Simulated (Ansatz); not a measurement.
H₉Si₅ (SMILES [SiH]1[SiH2][SiH2][SiH2][SiH2]1), doublet, geometry from GFN2-xTB; BLYP/STO-3G in Ansatz (an electronic-structure program).

The Ansatz input:
Ansatz 0.2 input:
```yaml
crystal:
  periodic: [false, false, false]
  atoms:
    - {symbol: Si, position_ang: [0.22496068, 1.95440188, -0.01027980]}
    - {symbol: Si, position_ang: [1.88800118, 0.44842216, 0.55798722]}
    - {symbol: Si, position_ang: [0.94515537, -1.67383499, 0.29088219]}
    - {symbol: Si, position_ang: [-1.27426537, -1.42182704, -0.36648372]}
    - {symbol: Si, position_ang: [-1.75058991, 0.86157224, -0.51971999]}
    - {symbol: H, position_ang: [0.07045402, 3.07203494, 0.93982683]}
    - {symbol: H, position_ang: [2.47985432, 0.61277713, 1.89442217]}
    - {symbol: H, position_ang: [3.04627284, 0.62184605, -0.33380809]}
    - {symbol: H, position_ang: [1.70712927, -2.45744605, -0.68791237]}
    - {symbol: H, position_ang: [1.04860490, -2.46514999, 1.52306830]}
    - {symbol: H, position_ang: [-1.53179502, -2.08967682, -1.64724305]}
    - {symbol: H, position_ang: [-2.18526124, -2.09795509, 0.56523578]}
    - {symbol: H, position_ang: [-2.18131473, 1.21542148, -1.88215708]}
    - {symbol: H, position_ang: [-2.91961163, 1.22586879, 0.29516486]}
basis:
  gaussian:
    orbitals: STO-3G
    final_grid: {core_spheres: 10, valence_spheres: 20, degree: 41}
hamiltonian:
  xc: blyp
magnetization: {spin_polarized: true, initial_magnetization: 1}
```

What the program printed (banner, timings and long lists left out):

```
Functional definition: BLYP
603 factors; integrals over basis functions are off by at most 3.5e-5 eV
mean field evaluation 1: about -39069.9320 eV, gradient 2.0e1 eV
mean field evaluation 2: about -39069.5667 eV, gradient 2.0e1 eV
mean field evaluation 4: about -39072.8249 eV, gradient 3.6e-1 eV
mean field evaluation 8: about -39072.7522 eV, gradient 5.3e-3 eV
mean field -39072.75218164 eV, -1435.8971582124 hartree, gradient 2.3e-5 eV, S^2 0.751154; 0 other end points of the search recorded, 0 dependent functions left out
reference -39072.75256281 eV, -1435.8971722205 hartree; 40, 39 occupied and 14, 15 virtual orbitals, 603 factors
Total energy: -39072.75256281 eV, -1435.8971722205 hartree
```
